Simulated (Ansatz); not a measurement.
Geometry optimisation, Ansatz, RKS B3LYP-D4/def2-SVP.

Input:

```yaml
crystal:
  periodic: [false, false, false]
  atoms:
    - { symbol: Sn, position_ang: [-0.9552, -0.4926, -0.2647] }
    - { symbol: Br, position_ang: [1.8375, -1.5486, 0.2495] }
    - { symbol: H, position_ang: [-0.8555, -1.5851, -1.5549] }
    - { symbol: H, position_ang: [-1.2679, -1.0231, 1.317] }
    - { symbol: H, position_ang: [-2.2281, 0.5868, -0.6796] }
    - { symbol: H, position_ang: [1.9616, 0.4225, 0.01] }
    - { symbol: S, position_ang: [0.7926, 1.7593, -0.1988] }
    - { symbol: H, position_ang: [0.715, 1.8808, 1.1214] }
basis:
  gaussian: { orbitals: def2-SVP }
hamiltonian:
  xc: b3lyp
  dispersion: d4
relax:
  f_tol: 0.15
  max_steps: 25
  restrain:
    - { distance: [0, 6], at: 3.74, k: 30.0 }
    - { distance: [5, 1], at: 2.81, k: 30.0 }
    - { distance: [0, 1], at: 2.59, k: 30.0 }
    - { distance: [5, 6], at: 1.36, k: 30.0 }
output:
  orbitals: {}
```

Run as:

```bash
$ ansatz run input.yaml --threads 2 --pin off --max-ram 3072MiB --backend cpu --events-out ev --progress --plain --runs-dir out
```

Q: Where does it end, and by what steps?

A: The forces met the threshold. The restraints hold the end off the free minimum. After 15 steps the energy has fallen by 1.504 eV (the restraints' own energy left out); H5 moved furthest, 1.40 Å. Joined: H6–S7 (1.79 → 1.36 Å).

| step | energy less start (eV) | largest force component (eV/Å) | accepted |
| --- | --- | --- | --- |
| 0 | 0.0000 | 1.809 | yes |
| 1 | -0.0163 | 2.222 | yes |
| 2 | -0.1661 | 2.096 | yes |
| 3 | -0.4812 | 1.064 | yes |
| 4 | -0.8768 | 0.895 | yes |
| 5 | -1.0923 | 2.047 | yes |
| 6 | -1.2786 | 0.320 | yes |
| 7 | -1.3173 | 0.358 | yes |
| 8 | -1.3382 | 0.461 | yes |
| 9 | -1.3562 | 0.452 | yes |
| 10 | -1.3857 | 0.530 | yes |
| 11 | -1.4396 | 0.339 | yes |
| 12 | -1.4731 | 0.411 | yes |
| 13 | -1.4602 | 0.615 | no |
| 14 | -1.4929 | 0.353 | yes |
| 15 | -1.5036 | 0.339 | yes |

```xyz
8
Properties=species:S:1:pos:R:3
Sn -0.949 -0.995 -0.413
Br 1.561 -1.572 -0.275
H -1.634 -2.430 -1.080
H -1.482 -0.721 1.196
H -1.110 0.334 -1.479
H 1.668 1.229 -0.035
S 0.824 2.202 0.395
H 1.121 1.954 1.691
```

The run took 57 s on 2 threads of Intel(R) Xeon(R) Platinum 8259CL CPU @ 2.50GHz (Skylake/Cascade Lake), on a shared host, peak memory 0.27 GiB.
